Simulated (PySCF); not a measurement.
H4O2Si, SMILES [SiH2](O)O. Atoms are numbered in the order given.

```xyz
7

Si     0.0000     0.0000     0.4599
O      1.3721    -0.0946    -0.4404
O     -1.3721     0.0946    -0.4404
H      0.0302    -1.2329     1.2781
H     -0.0302     1.2329     1.2781
H      1.6054     0.6699    -0.9744
H     -1.6054    -0.6699    -0.9744
```
Charge 0, spin multiplicity 1.

Coordinates come from a r2SCAN-D4/def2-TZVP optimisation. One conformer was computed; it need not be the lowest.

These are PySCF 2.14.0 with TDDFT-ωB97X/def2-SVPD values and carry that method's errors.

Vertical excitations. Gas-phase values at a fixed geometry. State labels are in the subgroup C2.

Computed UV-visible absorptions:
```tsv
state	symmetry	energy (eV)	λ (nm)	f	main pairs
S1	B	8.15	152	0.004	HOMO→LUMO 73 %
S2	A	8.52	146	0.043	HOMO→LUMO+1 50 %, HOMO−2→LUMO 39 %
S3	B	8.61	144	0.050	HOMO−1→LUMO 75 %
S4	A	8.92	139	0.022	HOMO−1→LUMO+1 27 %, HOMO→LUMO+1 25 %, HOMO−2→LUMO 24 %, HOMO→LUMO+4 12 %
S5	A	9.26	134	0.000	HOMO−1→LUMO+1 52 %, HOMO−2→LUMO 19 %, HOMO−3→LUMO 9 %
S6	B	9.50	130	0.028	HOMO→LUMO+2 67 %, HOMO−2→LUMO+1 17 %
S7	B	9.71	128	0.270	HOMO−2→LUMO+1 39 %, HOMO→LUMO+3 20 %, HOMO→LUMO+2 18 %, HOMO−4→LUMO 7 %
S8	A	10.33	120	0.020	HOMO→LUMO+4 27 %, HOMO−2→LUMO+3 19 %, HOMO−4→LUMO+1 13 %, HOMO−2→LUMO+2 12 %
S9	B	10.33	120	0.176	HOMO→LUMO+3 43 %, HOMO−2→LUMO+1 19 %, HOMO−2→LUMO+4 8 %, HOMO→LUMO 7 %
S10	B	10.45	119	0.081	HOMO−1→LUMO+3 58 %, HOMO−1→LUMO+2 13 %, HOMO−3→LUMO+1 12 %
T1	B	7.86	158	0	HOMO→LUMO 64 %
T2	A	8.14	152	0	HOMO→LUMO+1 51 %, HOMO−2→LUMO 33 %
T3	B	8.24	150	0	HOMO−1→LUMO 69 %
T4	A	8.60	144	0	HOMO−1→LUMO+1 26 %, HOMO→LUMO+1 23 %, HOMO−2→LUMO 23 %, HOMO→LUMO+4 13 %
```
Triplets are in the Tamm–Dancoff approximation, which puts them higher than full response would, so one can lie above its singlet here.
